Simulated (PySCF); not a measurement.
In(H)(OMe)2 (C2H7InO2), SMILES C[O][InH][O]C. Geometry: r2SCAN-D4/def2-SVP. The structure was generated by enumeration; whether it is a known compound was not checked. The def2 effective core potentials stand for the cores of In; spin–orbit coupling is left out. Other conformers were not sampled.

Problem. Give the equilibrium geometry at r2SCAN-D4/def2-SVP (PySCF confirms it by a frequency run) as a Z-matrix. (An estimate is asked for; the answer gives what the named calculation found.)

Solution. One answer among several that fit: 
```
O
C 1 1.4006
H 2 1.1078 1 110.46
H 2 1.1082 3 107.00 1 -120.78
H 2 1.1108 3 106.77 4 -114.08
In 1 2.0038 2 125.32 3 125.14
O 6 1.9900 1 105.86 2 178.88
C 7 1.4097 6 121.69 1 -0.13
H 8 1.1061 7 113.71 6 -0.47
H 8 1.1072 9 107.73 7 122.31
H 8 1.1072 9 107.71 10 115.33
H 6 1.6984 7 126.61 8 -179.84
```
